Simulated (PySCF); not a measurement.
C6H8OS.
Atom-mapped SMILES: `[CH3:1][S:2][CH2:3][c:4]1[cH:5][cH:6][cH:7][o:8]1` (hydrogens: H9, H10, H11 on C1; H12, H13 on C3; H14 on C5; H15 on C6; H16 on C7)

The same species was optimised twice, with GFN2-xTB and with PBE0-D3(BJ)/def2-SVP (PySCF), and the same property calculations (PySCF, gas phase) were run on both structures.

```json
{"coordinate": "C5–C6 (Å)", "GFN2-xTB": "1.415", "PBE0-D3(BJ)/def2-SVP": "1.430", "change": "+0.015"}
{"coordinate": "S2–C3 (Å)", "GFN2-xTB": "1.840", "PBE0-D3(BJ)/def2-SVP": "1.828", "change": "-0.012"}
{"coordinate": "C1–S2 (Å)", "GFN2-xTB": "1.813", "PBE0-D3(BJ)/def2-SVP": "1.804", "change": "-0.009"}
{"coordinate": "C7–O8 (Å)", "GFN2-xTB": "1.344", "PBE0-D3(BJ)/def2-SVP": "1.350", "change": "+0.006"}
{"coordinate": "C4–O8 (Å)", "GFN2-xTB": "1.353", "PBE0-D3(BJ)/def2-SVP": "1.355", "change": "+0.002"}
{"coordinate": "C6–C7 (Å)", "GFN2-xTB": "1.359", "PBE0-D3(BJ)/def2-SVP": "1.362", "change": "+0.003"}
{"coordinate": "C3–C4 (Å)", "GFN2-xTB": "1.478", "PBE0-D3(BJ)/def2-SVP": "1.480", "change": "+0.002"}
{"coordinate": "C4–C5 (Å)", "GFN2-xTB": "1.365", "PBE0-D3(BJ)/def2-SVP": "1.367", "change": "+0.002"}
{"coordinate": "S2–C3–C4 (°)", "GFN2-xTB": "111.9", "PBE0-D3(BJ)/def2-SVP": "115.0", "change": "+3.1"}
{"coordinate": "C3–C4–C5 (°)", "GFN2-xTB": "131.6", "PBE0-D3(BJ)/def2-SVP": "133.1", "change": "+1.5"}
{"coordinate": "C3–C4–O8 (°)", "GFN2-xTB": "118.4", "PBE0-D3(BJ)/def2-SVP": "117.3", "change": "-1.1"}
{"coordinate": "C1–S2–C3 (°)", "GFN2-xTB": "99.2", "PBE0-D3(BJ)/def2-SVP": "100.2", "change": "+1.0"}
{"coordinate": "C4–O8–C7 (°)", "GFN2-xTB": "107.2", "PBE0-D3(BJ)/def2-SVP": "107.9", "change": "+0.7"}
{"coordinate": "C6–C7–O8 (°)", "GFN2-xTB": "110.7", "PBE0-D3(BJ)/def2-SVP": "110.3", "change": "-0.4"}
{"coordinate": "C5–C4–O8 (°)", "GFN2-xTB": "109.9", "PBE0-D3(BJ)/def2-SVP": "109.6", "change": "-0.3"}
{"coordinate": "C4–C5–C6 (°)", "GFN2-xTB": "106.2", "PBE0-D3(BJ)/def2-SVP": "106.4", "change": "+0.2"}
{"coordinate": "C1–S2–C3–C4 (°)", "GFN2-xTB": "63", "PBE0-D3(BJ)/def2-SVP": "75", "change": "+12"}
{"coordinate": "S2–C3–C4–C5 (°)", "GFN2-xTB": "75", "PBE0-D3(BJ)/def2-SVP": "100", "change": "+25"}
```

Rotational constants: A = 3795, B = 1095, C = 1003 MHz (GFN2-xTB) against A = 3967, B = 1077, C = 929.8 MHz (PBE0-D3(BJ)/def2-SVP). Point groups within 0.08 Å: C1 and C1.

On the GFN2-xTB structure: HOMO (eV) -6.17 [PBE0/pcSseg-1]; LUMO (eV) -0.03 [PBE0/pcSseg-1]; dipole (D) 1.33 [PBE0/pcSseg-1]; GIAO shielding of C1 (ppm) 166.7 [PBE0/pcSseg-1]; GIAO shielding of S2 (ppm) 473.2 [PBE0/pcSseg-1]; GIAO shielding of C3 (ppm) 150.2 [PBE0/pcSseg-1]; GIAO shielding of C4 (ppm) 25.0 [PBE0/pcSseg-1]; GIAO shielding of C5 (ppm) 71.3 [PBE0/pcSseg-1]; GIAO shielding of C6 (ppm) 67.7 [PBE0/pcSseg-1]; GIAO shielding of C7 (ppm) 42.0 [PBE0/pcSseg-1]; GIAO shielding of O8 (ppm) 23.9 [PBE0/pcSseg-1].

**Question.** What do these properties become on the PBE0-D3(BJ)/def2-SVP structure?

**Answer.** 
```csv
property,level,on GFN2-xTB,on PBE0-D3(BJ)/def2-SVP,change
HOMO (eV),PBE0/pcSseg-1,-6.17,-6.26,-0.09
LUMO (eV),PBE0/pcSseg-1,-0.03,-0.01,+0.02
dipole (D),PBE0/pcSseg-1,1.33,1.37,+0.04
"energy, GFN2-xTB geometry as zero (kcal/mol)",PBE0/pcSseg-1,0.0,-1.1,-1.1
GIAO shielding of C1 (ppm),PBE0/pcSseg-1,166.7,163.3,-3.4
GIAO shielding of S2 (ppm),PBE0/pcSseg-1,473.2,509.4,+36.2
GIAO shielding of C3 (ppm),PBE0/pcSseg-1,150.2,149.8,-0.4
GIAO shielding of C4 (ppm),PBE0/pcSseg-1,25.0,25.1,+0.1
GIAO shielding of C5 (ppm),PBE0/pcSseg-1,71.3,72.3,+1.0
GIAO shielding of C6 (ppm),PBE0/pcSseg-1,67.7,67.6,-0.1
GIAO shielding of C7 (ppm),PBE0/pcSseg-1,42.0,39.0,-3.0
GIAO shielding of O8 (ppm),PBE0/pcSseg-1,23.9,26.2,+2.3
```

The heavy atoms differ by 0.279 Å rms after alignment. Among bonds between heavy atoms C5–C6 changes most (+0.015 Å). Changes are differences of the printed values. Neither structure is proved a minimum here.

Conformer computed: `[CH3:1][S:2][CH2:3][c:4]1[cH:5][cH:6][cH:7][o:8]1`: C1–S2–C3–C4 75°, S2–C3–C4–C5 100°.
